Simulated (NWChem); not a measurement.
CH4N2OSi; SMILES [SiH2](N)OC#N

```xyz
9

N      0.2536     2.8649     0.1967
C     -0.0994     1.7578     0.1572
O     -0.5145     0.5516     0.1180
Si     0.4600    -0.8664    -0.1107
N     -0.5189    -2.2514    -0.0976
H      1.1005    -0.6948    -1.4374
H      1.4030    -0.8856     1.0341
H     -0.8728    -2.6498     0.7641
H     -1.0771    -2.5212    -0.8989
```
Atoms are numbered in this order, from 1.

Level: PBE0/def2-SVP (NWChem), optimised geometry, unscaled harmonic frequencies. 

| frequency (cm⁻¹) | IR intensity (km/mol) |
|---|---|
| 36 | 0.5 |
| 106 | 1.3 |
| 265 | 18.1 |
| 282 | 7.6 |
| 401 | 221.9 |
| 521 | 15.7 |
| 522 | 0.9 |
| 555 | 31.0 |
| 683 | 132.0 |
| 776 | 20.0 |
| 890 | 5.3 |
| 895 | 77.5 |
| 921 | 229.9 |
| 959 | 225.7 |
| 1231 | 233.7 |
| 1543 | 62.4 |
| 2289 | 49.1 |
| 2302 | 109.0 |
| 2432 | 310.0 |
| 3625 | 65.8 |
| 3726 | 67.4 |

- zero-point energy: 35.7 kcal/mol
- thermal correction to the enthalpy at 298.15 K (with zero-point energy): 40.4 kcal/mol
- heat capacity Cv: 22.1 cal/(mol K)
- entropy at 298.15 K and 1 atm (symmetry number 1): 81.0 cal/(mol K)
- dipole moment: 6.02 D

Rigid rotor and harmonic oscillator; modes under 100 cm⁻¹ make the entropy uncertain.
